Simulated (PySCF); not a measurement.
## Bonding in 1-phenylphosphinan-4-one 1-sulfide

1-phenylphosphinan-4-one 1-sulfide, C11H13OPS.
SMILES with atom numbers: `[O:1]=[C:2]1[CH2:3][CH2:4][P:5](=[S:6])([c:7]2[cH:8][cH:9][cH:10][cH:11][cH:12]2)[CH2:13][CH2:14]1` (hydrogens: H15, H16 on C3; H17, H18 on C4; H19 on C8; H20 on C9; H21 on C10; H22 on C11; H23 on C12; H24, H25 on C13; H26, H27 on C14)

Cartesian coordinates in Å at the PBE0-D3(BJ)/def2-SVP level; atoms count from 1:
```xyz
27
C11H13OPS angstrom
O      3.7946    1.7596    1.0836
C      2.9894    0.9308    0.7368
C      2.6819    0.6902   -0.7317
C      1.1915    0.7292   -1.0752
P      0.2909   -0.5185   -0.0797
S      0.8256   -2.3584   -0.4684
C     -1.4831   -0.1647   -0.2716
C     -2.0015    1.1171   -0.0452
C     -3.3655    1.3508   -0.1965
C     -4.2159    0.3098   -0.5721
C     -3.7014   -0.9658   -0.7971
C     -2.3365   -1.2042   -0.6481
C      0.7542    0.0449    1.6015
C      2.2769    0.0455    1.7446
H      3.2440    1.4326   -1.3155
H      3.0662   -0.3141   -0.9858
H      0.7601    1.7244   -0.8769
H      1.0227    0.4934   -2.1364
H     -1.3470    1.9419    0.2509
H     -3.7679    2.3510   -0.0204
H     -5.2860    0.4966   -0.6896
H     -4.3657   -1.7819   -1.0906
H     -1.9066   -2.1957   -0.8195
H      0.2861   -0.6382    2.3256
H      0.3350    1.0515    1.7660
H      2.6360   -0.9874    1.5871
H      2.5834    0.3695    2.7490
```

Bond orders from the PBE0/pcSseg-1 density (PySCF). One conformer (not necessarily the lowest) at the PBE0-D3(BJ)/def2-SVP geometry, without solvent, vibrations or thermal averaging.

(1) How far do the computed orders between heavy atoms stray from the drawn ones?

(2) Give the Mayer order of every bond between heavy atoms, beside its length.

Answers

(1) The largest departure is 0.266, at P5–S6 (drawn double, 1.734), counting aromatic bonds as 1.5. Drawn single, order below 0.88: P5–C7 (0.842). The bonds drawn aromatic range from 1.35 to 1.47.

(2) 
```json
{"bond": "O1–C2", "drawn as": "double", "length (Å)": "1.206", "Mayer order": "2.035"}
{"bond": "C2–C3", "drawn as": "single", "length (Å)": "1.520", "Mayer order": "0.971"}
{"bond": "C3–C4", "drawn as": "single", "length (Å)": "1.530", "Mayer order": "1.026"}
{"bond": "C4–P5", "drawn as": "single", "length (Å)": "1.833", "Mayer order": "0.907"}
{"bond": "P5–S6", "drawn as": "double", "length (Å)": "1.955", "Mayer order": "1.734"}
{"bond": "P5–C7", "drawn as": "single", "length (Å)": "1.819", "Mayer order": "0.842"}
{"bond": "C7–C8", "drawn as": "aromatic", "length (Å)": "1.401", "Mayer order": "1.354"}
{"bond": "C8–C9", "drawn as": "aromatic", "length (Å)": "1.392", "Mayer order": "1.473"}
{"bond": "C9–C10", "drawn as": "aromatic", "length (Å)": "1.396", "Mayer order": "1.419"}
{"bond": "C10–C11", "drawn as": "aromatic", "length (Å)": "1.394", "Mayer order": "1.429"}
{"bond": "C11–C12", "drawn as": "aromatic", "length (Å)": "1.394", "Mayer order": "1.426"}
{"bond": "P5–C13", "drawn as": "single", "length (Å)": "1.833", "Mayer order": "0.906"}
{"bond": "C13–C14", "drawn as": "single", "length (Å)": "1.529", "Mayer order": "1.025"}
{"bond": "C14–C2", "drawn as": "single", "length (Å)": "1.519", "Mayer order": "0.971"}
{"bond": "C12–C7", "drawn as": "aromatic", "length (Å)": "1.397", "Mayer order": "1.452"}
```

By pair of heavy elements: C–C: lowest C2–C3 and C14–C2 (0.971, 1.520 Å), highest C8–C9 (1.473, 1.392 Å); in 5 of the 45 pairs the longer bond (by over 0.003 Å) has the higher order (by 0.02 or more). C–P: lowest P5–C7 (0.842, 1.819 Å), highest C4–P5 and P5–C13 (0.907, 1.833 Å); in 2 of the 3 pairs the longer bond (by over 0.003 Å) has the higher order (by 0.02 or more). Bonds named together lie within 0.004.

**Question.** And the bonds to hydrogen?

**Answer.** C–H: 0.91 to 0.96 (13 bonds).

**Question.** Sum the orders of all bonds at each heavy atom with more than one neighbour and set the sums beside the valence in the SMILES.

**Answer.** C2 3.977 (drawn 4), C3 3.844 (drawn 4), C4 3.774 (drawn 4), P5 4.389 (drawn 5), C7 3.648 (drawn 4), C8 3.785 (drawn 4), C9 3.855 (drawn 4), C10 3.813 (drawn 4), C11 3.819 (drawn 4), C12 3.826 (drawn 4), C13 3.772 (drawn 4), C14 3.841 (drawn 4). Orders between atoms that aren't bonded are not in these sums.

The Mayer order sums products of elements of PS (density times overlap matrix) between the two atoms' basis functions, so it depends on the basis set.

These values come from a run that also computed NMR shieldings. Hardware: an Arm Neoverse V1 with one thread, no GPU, on a shared host. Cost: 2.0 min, 1.8 GiB resident at most.
